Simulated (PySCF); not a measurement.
In(F)2(SeH) (F₂HInSe), SMILES [F][In]([F])[SeH].

Coordinates come from a B3LYP-D3(BJ)/def2-SVP optimisation. The structure was generated by enumeration; whether it is a known compound was not checked. The def2 effective core potentials stand for the cores of In; spin–orbit coupling is left out. One conformer was computed; it need not be the lowest.

All values below come from HF/def2-TZVP (PySCF).

Symmetry labels are those of the subgroup Cs that the program uses (full group Cs).

Computed valence orbital energies around the gap with their symmetry:
```json
[
 {"orbital": "HOMO−7", "symmetry": "A'", "energy (eV)": "-16.38"},
 {"orbital": "HOMO−6", "symmetry": "A\"", "energy (eV)": "-16.25"},
 {"orbital": "HOMO−5", "symmetry": "A'", "energy (eV)": "-16.24"},
 {"orbital": "HOMO−4", "symmetry": "A\"", "energy (eV)": "-15.99"},
 {"orbital": "HOMO−3", "symmetry": "A'", "energy (eV)": "-15.74"},
 {"orbital": "HOMO−2", "symmetry": "A'", "energy (eV)": "-14.68"},
 {"orbital": "HOMO−1", "symmetry": "A'", "energy (eV)": "-12.20"},
 {"orbital": "HOMO", "symmetry": "A\"", "energy (eV)": "-10.68"},
 {"orbital": "LUMO", "symmetry": "A'", "energy (eV)": "0.42"},
 {"orbital": "LUMO+1", "symmetry": "A\"", "energy (eV)": "0.95"},
 {"orbital": "LUMO+2", "symmetry": "A'", "energy (eV)": "2.17"},
 {"orbital": "LUMO+3", "symmetry": "A'", "energy (eV)": "2.36"}
]
```
